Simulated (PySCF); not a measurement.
Si(H)(Me) (CH4Si), SMILES C[SiH] (connectivity only; charge and spin as stated), neutral, multiplicity 1.

The structure is a stationary point at B3LYP-D3(BJ)/def2-TZVP.

These are TDA-PBE0/def2-TZVPD in PySCF values and carry that method's errors.

Vertical excitations. Isolated molecule, no solvent. State labels are in the subgroup Cs.

Computed UV-visible absorptions:
```json
[
 {"state": "S1", "symmetry": "A\"", "energy (eV)": "2.58", "λ (nm)": "481", "f": "0.029", "main pairs": "HOMO→LUMO 98 %"},
 {"state": "S2", "symmetry": "A\"", "energy (eV)": "4.57", "λ (nm)": "271", "f": "0.001", "main pairs": "HOMO−1→LUMO 100 %"},
 {"state": "S3", "symmetry": "A'", "energy (eV)": "5.53", "λ (nm)": "224", "f": "0.094", "main pairs": "HOMO→LUMO+1 97 %"},
 {"state": "S4", "symmetry": "A'", "energy (eV)": "6.15", "λ (nm)": "202", "f": "0.194", "main pairs": "HOMO→LUMO+2 97 %"},
 {"state": "S5", "symmetry": "A'", "energy (eV)": "6.89", "λ (nm)": "180", "f": "0.151", "main pairs": "HOMO→LUMO+3 83 %"},
 {"state": "S6", "symmetry": "A\"", "energy (eV)": "7.00", "λ (nm)": "177", "f": "0.013", "main pairs": "HOMO→LUMO+4 96 %"},
 {"state": "S7", "symmetry": "A'", "energy (eV)": "7.43", "λ (nm)": "167", "f": "0.029", "main pairs": "HOMO→LUMO+5 69 %, HOMO→LUMO+6 13 %"},
 {"state": "S8", "symmetry": "A'", "energy (eV)": "7.52", "λ (nm)": "165", "f": "0.055", "main pairs": "HOMO→LUMO+6 77 %, HOMO→LUMO+5 18 %"},
 {"state": "S9", "symmetry": "A\"", "energy (eV)": "7.56", "λ (nm)": "164", "f": "0.000", "main pairs": "HOMO−3→LUMO 93 %"},
 {"state": "S10", "symmetry": "A'", "energy (eV)": "7.71", "λ (nm)": "161", "f": "0.010", "main pairs": "HOMO−2→LUMO 80 %, HOMO−1→LUMO+1 15 %"},
 {"state": "T1", "symmetry": "A\"", "energy (eV)": "1.08", "λ (nm)": "1148", "f": "0", "main pairs": "HOMO→LUMO 98 %"},
 {"state": "T2", "symmetry": "A\"", "energy (eV)": "4.05", "λ (nm)": "306", "f": "0", "main pairs": "HOMO−1→LUMO 99 %"},
 {"state": "T3", "symmetry": "A'", "energy (eV)": "4.55", "λ (nm)": "273", "f": "0", "main pairs": "HOMO→LUMO+1 77 %, HOMO→LUMO+3 16 %"},
 {"state": "T4", "symmetry": "A'", "energy (eV)": "5.75", "λ (nm)": "216", "f": "0", "main pairs": "HOMO→LUMO+2 92 %"}
]
```
Triplets are in the Tamm–Dancoff approximation.
